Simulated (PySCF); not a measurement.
One of the candidates below gave these computed data.

All candidates are C6H8NP.

| technique | computed result |
| --- | --- |
| Dipole | 2.45 D [PBE0/def2-SVPD] |
| 1H NMR | chemical shifts (computed TMS as zero) by class: 10.50 (1 H), 7.68 (1 H), 2.91 (3 H), 2.86 (3 H) ppm [GIAO PBE0/pcSseg-1] |
| Polarisability | 102.7 au [PBE0/def2-SVPD] |
| NMR, other nuclei | isotropic shieldings of nuclei other than C and H, by class: -101 (1 N), 128 (1 P) ppm [GIAO PBE0/pcSseg-1] |
| UV, strongest line | among the 8 lowest singlet transitions: S8 at 6.44 eV (193 nm, f = 0.224) [TDDFT PBE0/def2-SVPD] |
| Triplet | lowest triplet excitation (Tamm–Dancoff): 3.17 eV [TDA PBE0/def2-SVPD] |
| UV, first state | lowest singlet excitation: 3.87 eV (320 nm, f = 0.003) [TDDFT PBE0/def2-SVPD] |
| 13C NMR | chemical shifts (computed TMS as zero) by class: 192.3 (1 C), 190.2 (1 C), 161.8 (1 C), 129.8 (1 C), 29.6 (1 C), 28.2 (1 C) ppm [GIAO PBE0/pcSseg-1] |
| Rotational structure | rotational constants A, B, C: 2.841, 1.556, 1.018 GHz [GFN2-xTB] |

Electronic properties: PySCF, gas phase, density fitting. Levels stand in brackets. Geometry: GFN2-xTB; no solvent, vibrations or thermal averaging. NMR classes are plain means over equivalent atoms (diastereotopic ones count apart unless rotation or inversion swaps them), as if these changed places fast.

Question: Which candidate is it?
A. `Cc1cpcnc1C`
B. `CCc1ccpcn1`
C. `Cc1cpcc(C)n1`
D. `Cc1cc(C)pcn1`

Answer: D. It is `Cc1cc(C)pcn1`. Numbering: `[CH3:1][c:2]1[cH:3][c:4]([CH3:5])[p:6][cH:7][n:8]1`. 6 carbons fall into 6 classes; from least to most shielded: aromatic CH next to a ring nitrogen [C7] (192.3 ppm), substituted aromatic carbon [C4] (190.2 ppm), substituted aromatic carbon [C2] (161.8 ppm), aromatic CH carbon [C3] (129.8 ppm), benzylic-type carbon [C1] (29.6 ppm), benzylic-type carbon [C5] (28.2 ppm). Hydrogen classes from least to most shielded: 1 H on an aromatic CH next to a ring nitrogen, C7 (10.50 ppm), 1 H on an aromatic CH carbon, C3 (7.68 ppm), 3 H on a benzylic-type carbon, C1 (2.91 ppm), 3 H on a benzylic-type carbon, C5 (2.86 ppm). The other shieldings belong to: -101 ppm, pyridine-type nitrogen [N8]; 128 ppm, phosphorus bonded to 2 C [P6]. S1 is mainly HOMO→LUMO (weight 0.97); the largest Löwdin shares of the orbital it empties are 0.46 on the pyridine-type nitrogen, 0.21 on the phosphorus bonded to 2 C, 0.11 on the aromatic CH next to a ring nitrogen and 0.07 on a substituted aromatic carbon, of the orbital it fills 0.33 on the phosphorus bonded to 2 C, 0.18 on a substituted aromatic carbon, 0.15 on a substituted aromatic carbon and 0.13 on the aromatic CH next to a ring nitrogen. The optimised geometry has point group Cs and is an asymmetric top.

The others, at the same levels:
- `Cc1cpcnc1C` fails: its computed 13C shifts are 188.8 (1 C), 173.9 (1 C), 160.4 (1 C), 136.9 (1 C), 28.9 (1 C), 26.7 (1 C) ppm, 1H shifts are 10.51 (1 H), 9.37 (1 H), 2.77 (3 H), 2.47 (3 H) ppm and rotational constant A is 2.984 GHz (against 2.841 GHz).
- `Cc1cpcc(C)n1` fails: it has 3 carbon classes against 6; its computed 13C shifts are 165.5 (2 C), 150.6 (2 C), 30.8 (2 C) ppm, 1H shifts are 8.62 (2 H), 2.84 (6 H) ppm and rotational constant A is 2.152 GHz (against 2.841 GHz).
- `CCc1ccpcn1` fails: its computed 13C shifts are 192.1 (1 C), 175.6 (1 C), 168.2 (1 C), 128.0 (1 C), 40.1 (1 C), 20.0 (1 C) ppm, 1H shifts are 10.72 (1 H), 9.66 (1 H), 7.75 (1 H), 3.01 (2 H), 1.32 (3 H) ppm and rotational constant A is 4.258 GHz (against 2.841 GHz).

Each candidate is one conformer, not necessarily the lowest. The conformers computed, where there is a choice (atom-mapped SMILES and torsion angles):
- `[CH3:1][CH2:2][c:3]1[cH:4][cH:5][p:6][cH:7][n:8]1`: C1–C2–C3–C4 85°
